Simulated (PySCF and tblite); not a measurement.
C₇H₁₄Si, numbered as in [CH2:1]=[C:2]1[CH2:3][CH2:4][CH2:5][CH2:6][C@@H:7]1[SiH3:8]. The ensemble was built from 60 distance-geometry starts (ETKDG and KDG, MMFF94s, GFN2-xTB) and rests on GFN2-xTB geometries. Free energies are PBE0-D3(BJ)/def2-SVP (IEF-PCM, chloroform) single points with GFN2-xTB rigid-rotor and vibrational terms (modes under about 100 cm⁻¹ blended into free rotors). Symmetry numbers and mirror images are counted. Conformers within 3 kcal/mol (GFN2-xTB free energy) were kept, 8 at most. GIAO shieldings: KT3/pcSseg-1 (IEF-PCM, chloroform). Shifts are against TMS (¹H), TMS (¹³C), TMS (²⁹Si) at the same level; of two unlike H on one atom, a is the less shielded. Programs: PySCF with density fitting and tblite.

The 6-ring runs over atoms 2–3–4–5–6–7.

Two conformers hold nearly all the population. I: 6-ring chair (all substituents equatorial); δ(H6a) = 1.38 ppm. II: 6-ring chair (Si8 axial); δ(H6a) = 2.12 ppm. The average over the ensemble at 298.15 K is 2.02 ppm.

**Question.** What populations and free-energy difference follow from a two-state model?

**Answer.** p(I) = (2.02 − 2.12)/(1.38 − 2.12) = 0.14, so K = p(II)/p(I) = 6.40 and G(II) − G(I) = −RT ln K = -1.10 kcal/mol. The weights computed directly are 13.1 % and 86.5 %, with 0.4 % in minor conformers.
